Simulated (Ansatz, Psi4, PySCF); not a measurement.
Molecule: C5H9O, net charge 0, doublet state. SMILES: CC[CH]C(C)=O
Geometry: optimised at B3LYP-D3(BJ)/def2-TZVP (Ansatz, a quantum-chemistry and plane-wave program).

Wanted: size of the dipole moment, in D. Conventions: open shells spin-unrestricted; non-relativistic; no spin-orbit coupling; dispersion terms only where a functional's name holds one; 6-311+G** with 5d; 6-31G* and kin with 6d, 5d where marked. Ab initio and DFT rows: single points at B3LYP-D3(BJ) geometries (Ansatz).

| level | program | size of the dipole moment (D) |
|---|---|---|
| PBE/STO-3G | Ansatz | 1.79 |
| PBE/3-21G | Ansatz | 2.60 |
| PBE/6-311+G** | Ansatz | 3.08 |
| BP86/6-31G* (5d) | PySCF | 2.78 |
| B3LYP/STO-3G | Ansatz | 1.79 |
| B3LYP/6-31G | Ansatz | 3.08 |
| B3LYP/6-31G* | Ansatz | 2.86 |
| B3LYP/cc-pVDZ | Ansatz | 2.75 |
| wB97X-D/6-311+G** | Psi4 | 3.22 |

No value to compare with is used here. The 9 habitual levels span 1.79 (PBE/STO-3G) to 3.22 D (wB97X-D/6-311+G**).

The levels are drawn from those run, B3LYP/6-31G* more often than the rest, none by its result; left out are runs that failed, that the program found above a lower state of the same kind, or whose <S^2> lies over 0.5 above the pure value.
